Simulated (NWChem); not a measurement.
System: CaClF; SMILES [F][Ca][Cl]

NWChem input:

```
start job
memory heap 200 mb stack 900 mb global 1100 mb
geometry units angstroms
  Ca     0.147823     0.472880     0.000000
  F     -0.652267     2.257017     0.000000
  Cl     0.009074    -1.988492     0.000000
end
basis spherical
  * library def2-svp
end
dft
  xc xcamb88 1.00 lyp 0.81 vwn_5 0.19 hfexch 1.00
  cam 0.33 cam_alpha 0.19 cam_beta 0.46
  iterations 150
end
driver
  maxiter 120
end
task dft optimize
task dft freq
```

The level has its own optimisation; frequencies are unscaled.

Q: What results follow from this input? (CAM-B3LYP/def2-SVP.) Quantities: r Ca–F (Å); r Ca–Cl (Å); highest harmonic frequency (cm⁻¹); lowest (cm⁻¹); zero-point energy (kcal/mol).

A: 
```yaml
r Ca–F (Å): 1.955
r Ca–Cl (Å): 2.465
highest harmonic frequency (cm⁻¹): 642
lowest (cm⁻¹): 85
zero-point energy (kcal/mol): 1.6
```
